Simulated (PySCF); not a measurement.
Static response to an electric field

C₆H₁₁F₃.
Structure used (PBE0-D3(BJ)/def2-SVP), in Å, numbered top down from 1:
```
atom  x, y, z in Å
C1    -0.996   -0.950   -0.879
C2    -0.399    0.194   -0.059
C3    -0.776    0.064    1.417
C4    -0.961    1.505   -0.606
F5    -0.450    2.580    0.083
C6     1.125    0.250   -0.224
F7     1.421    0.377   -1.572
C8     1.926   -0.947    0.256
F9     1.983   -0.981    1.625
H10   -2.095   -0.886   -0.889
H11   -0.736   -1.928   -0.448
H12   -0.639   -0.923   -1.918
H13   -1.873    0.045    1.519
H14   -0.374   -0.856    1.862
H15   -0.398    0.917    1.997
H16   -0.699    1.621   -1.671
H17   -2.059    1.515   -0.501
H18    1.502    1.152    0.289
H19    1.500   -1.895   -0.112
H20    2.949   -0.849   -0.144
```

Level: CAM-B3LYP/def2-SVPD (PySCF), static field, nuclei fixed, core orbitals frozen in the response. The polarisability tensor in these axes (au):

```
x   76.80 -2.37  0.77
y   -2.37 73.30  0.00
z    0.77  0.00 74.00
```

Task: Diagonalise the tensor; give its mean and Δα, where Δα² is half the sum of the squared differences of the eigenvalues.

Result: Principal values 72.04, 73.95 and 78.11 au; mean 74.70 au = 11.07 Å³ = 12.32 × 10⁻⁴⁰ C²·m²/J; Δα = 5.38 au (7 % of the mean).

Task: What is the dipole moment, and where does it point?

Result: (-1.22, -1.62, -0.73) D, 2.15 D in size, pointing from the negative to the positive side. Measured along this direction, the outermost atoms are H18 and F5 at the negative end and H10 at the positive end.

Task: In a dilute gas of rigid molecules at 500 K, how does the orientational term μ²/3kT compare with the electronic polarisability?

Result: In Gaussian units μ²/3kT = 22.40 Å³ against 11.07 Å³, a ratio of 2.02; the Debye molar polarisation (4π/3)N_A(α + μ²/3kT) is 84.4 cm³/mol, leaving out the vibrational part.

Task: Directions of the eigenvectors, and the extent of the frame along each?

Result: Largest value along (0.89, -0.44, 0.16), where the nuclei span 5.52 Å; middle along (-0.06, 0.24, 0.97), 4.22 Å; least along (0.46, 0.87, -0.18), 3.95 Å. The response follows the extents in order.

Task: What depolarisation ratio follows for Rayleigh scattering of linearly polarised light, taking the static tensor?

Result: ρ = 3Δα²/(45ᾱ² + 4Δα²) = 86.9/(251088 + 115.8) = 0.000346.

Isolated species at its PBE0-D3(BJ)/def2-SVP geometry (one conformer only).
